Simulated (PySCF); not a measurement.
Polarisability and C₆ of B (boron, neutral)

[He] 2s1 2p2, high-spin 4P determinant (an excited configuration). Calculation: PySCF 2.14, in dyall-acv3z (15s9p4d2f, 76 functions); the spin-free X2C one-electron Hamiltonian (Gaussian nucleus). Coupled (time-dependent) response in atomic units; α is the mean over directions.

```csv
method,mean α (bohr³),"α xx, yy, zz",C₆ (like pair),S(−4)
UHF,16.36,"16.16, 16.46, 16.46",71.30,156.5
PBE,20.94,"18.97, 21.92, 21.92",96.29,321.2
PBE0,19.19,"17.96, 19.81, 19.81",86.57,249.0
r2SCAN0,18.33,"17.37, 18.81, 18.81",83.27,210.5
M06-L,18.90,"17.82, 19.44, 19.44",86.02,235.3
```

S(−4) is the Cauchy moment in α(ω) = α(0) + S(−4) ω² + …

α(iu) at UHF:

```csv
u (hartree),α(iu) (bohr³)
0,16.36
0.0500,15.98
0.100,14.97
0.200,12.08
0.300,9.333
0.500,5.650
0.750,3.333
1.00,2.165
1.50,1.112
2.00,0.6741
3.00,0.3270
5.00,0.1309
```

A single London oscillator, α(iu) = α/(1 + u²/ω²), gives C₆ = (3/4) ω α². Matching the computed C₆ needs ω = 4 × 71.30 / (3 × 16.36²) = 0.355 hartree.

The components differ because the open shell of this determinant is not spherical; for a pure term their mean is the scalar polarisability.
